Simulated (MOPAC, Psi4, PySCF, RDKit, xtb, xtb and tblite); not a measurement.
Relaxed torsion scan: C9H8O2S, SMILES c1ccoc1-c1sc(OC)cc1. Scanned: dihedral C1–O2–C3–S12; all other coordinates were relaxed at GFN2-xTB. Points at φ and −φ are mirror images.

Geometry of the scan point at -120° (Å):
```
20

C     -3.8738     0.8373     0.3155
O     -3.4317    -0.5064     0.2221
C     -2.0941    -0.6920     0.3009
C     -1.2249    -0.3669     1.2986
C      0.1008    -0.7420     1.0122
C      0.2427    -1.3437    -0.2086
C      1.4387    -1.8656    -0.8003
C      1.6522    -2.4787    -2.0112
C      3.0294    -2.7844    -2.0601
C      3.5548    -2.3391    -0.8858
O      2.6043    -1.7822    -0.1165
S     -1.2777    -1.4397    -1.0482
H     -3.6058     1.2807     1.2784
H     -3.4513     1.4439    -0.4912
H     -4.9568     0.8008     0.2187
H     -1.5273     0.1052     2.2162
H      0.9264    -0.5874     1.6825
H      0.9117    -2.6784    -2.7580
H      3.5543    -3.2678    -2.8582
H      4.5518    -2.3578    -0.4926
```

Levels: GFN2-xTB (xtb and tblite); MMFF94 // GFN2-xTB (RDKit); PBE/def2-SVP // GFN2-xTB (Psi4); PBE-D3(BJ)/def2-SVP // GFN2-xTB (Psi4); UFF // GFN2-xTB (RDKit); PM6, restricted, heats of formation // GFN2-xTB (MOPAC); PM7, restricted, heats of formation // GFN2-xTB (MOPAC); GFN1-xTB // GFN2-xTB (xtb); RKS-B3LYP/6-31G* = restricted B3LYP/6-31G*, spherical d, density fitting // GFN2-xTB (PySCF); RKS-BP86/6-31G* = PySCF with restricted BP86/6-31G*, spherical d, density fitting // GFN2-xTB; RHF/LANL2DZ = restricted Hartree-Fock/LANL2DZ, with its core potentials past Ne // GFN2-xTB (PySCF).

Least-squares fit of E(φ) = a0 + Σ (a_n cos nφ + b_n sin nφ), n = 1 to 4, to the 12 scan points, in kcal/mol above the lowest point of each profile (levels whose profile four harmonics don't fit are not listed):

| method | a0 | a1 | b1 | a2 | b2 | a3 | b3 | a4 | b4 | rms of fit |
|---|---|---|---|---|---|---|---|---|---|---|
| GFN2-xTB | 2.15 | -0.96 | 0.00 | -1.33 | 0.00 | 0.21 | 0.00 | -0.06 | 0.00 | 0.02 |
| MMFF94 | 2.33 | 1.02 | 0.00 | -1.22 | 0.00 | 0.09 | 0.00 | -0.01 | 0.00 | 0.05 |
| PBE/def2-SVP | 1.41 | -0.15 | 0.00 | -1.12 | 0.00 | 0.29 | 0.00 | -0.17 | 0.00 | 0.03 |
| PBE-D3(BJ)/def2-SVP | 1.37 | -0.20 | 0.00 | -1.14 | 0.00 | 0.29 | 0.00 | -0.17 | 0.00 | 0.03 |
| UFF | 3.85 | -1.05 | 0.00 | -3.01 | 0.00 | -0.07 | 0.00 | 0.23 | 0.00 | 0.08 |
| PM6 | 1.85 | 0.63 | 0.00 | -1.03 | 0.00 | 0.16 | 0.00 | 0.00 | 0.00 | 0.02 |
| PM7 | 2.31 | 1.40 | 0.00 | -0.61 | 0.00 | 0.22 | 0.00 | -0.04 | 0.00 | 0.03 |
| GFN1-xTB | 1.96 | -0.85 | 0.00 | -1.11 | 0.00 | 0.09 | 0.00 | -0.06 | 0.00 | 0.02 |
| RKS-B3LYP/6-31G* | 1.42 | 0.32 | 0.00 | -0.63 | 0.00 | 0.31 | 0.00 | -0.16 | 0.00 | 0.03 |
| RKS-BP86/6-31G* | 1.31 | 0.06 | 0.00 | -0.81 | 0.00 | 0.31 | 0.00 | -0.14 | 0.00 | 0.03 |
| RHF/LANL2DZ | 1.65 | 1.03 | 0.00 | 0.06 | 0.00 | 0.49 | 0.00 | -0.17 | 0.00 | 0.02 |
